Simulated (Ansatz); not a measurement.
One change: `CB(C)CCl` becomes `CB(C=S)CCl`.

Ansatz, PBE0-D4/def2-TZVP geometries, multiplicity 1. Each molecule was computed in one conformer, which needn't be the lowest.

```tsv
property	`CB(C)CCl`
HOMO energy (B3LYP/def2-TZVPP) / eV	-7.88
HOMO–LUMO gap (PBE/def2-TZVPP) / eV	5.05
HOMO energy (PBE0/def2-TZVPP) / eV	-8.10
HOMO–LUMO gap (B3LYP/def2-TZVPP) / eV	6.98
LUMO energy (PBE/def2-TZVPP) / eV	-1.70
HOMO energy (PBE/def2-TZVPP) / eV	-6.75
```

(1) What does the change do to each property? (Best estimate.)

Answers

(1) The calculation gave: 
| property | `CB(C=S)CCl` | shift |
| --- | --- | --- |
| HOMO energy (B3LYP/def2-TZVPP) / eV | -6.43 | 1.45 |
| HOMO–LUMO gap (PBE/def2-TZVPP) / eV | 2.03 | -3.02 |
| HOMO energy (PBE0/def2-TZVPP) / eV | -6.65 | 1.45 |
| HOMO–LUMO gap (B3LYP/def2-TZVPP) / eV | 3.72 | -3.26 |
| LUMO energy (PBE/def2-TZVPP) / eV | -3.45 | -1.75 |
| HOMO energy (PBE/def2-TZVPP) / eV | -5.47 | 1.28 |

With PBE0 the HOMO rises by 1.45 eV and the LUMO falls by 1.84 eV, so the gap narrows by about 3.29 eV. PBE moves the HOMO by 1.28 eV and ωB97M-V by 1.54 eV.

B3LYP here is the variant with VWN-RPA as its local correlation; programs differ in this.
